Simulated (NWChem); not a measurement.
CH6ClNSi; SMILES CN[SiH2]Cl

```xyz
10

Si    -0.6806     0.1167    -0.1590
Cl     0.4275     1.3573     1.1064
N      0.1128    -1.3266    -0.6285
C      0.3574    -2.4605     0.2343
H     -1.9070    -0.2397     0.6036
H     -0.9551     0.9031    -1.3901
H      0.7460    -1.2682    -1.4193
H      1.3238    -2.4108     0.7694
H     -0.4340    -2.5252     0.9975
H      0.3327    -3.4052    -0.3336
```
Atoms are numbered in this order, from 1.

Geometry: optimised at PBE0/def2-SVP.

Task: Give the principal values of the shielding tensors (ppm) of Si1, Cl2, N3, C4 from BHandHLYP/pcSseg-1, GIAO (NWChem), with their diamagnetic and paramagnetic parts as GIAO splits them.

Result: 
```csv
atom,σ11,σ22,σ33,isotropic,diamagnetic,paramagnetic
Si1,338.8,381.5,420.8,380.3,878.8,-498.5
Cl2,766.6,940.4,1026.4,911.1,1149.3,-238.1
N3,207.6,221.9,253.9,227.8,323.5,-95.7
C4,132.2,142.9,184.2,153.1,245.2,-92.1
```
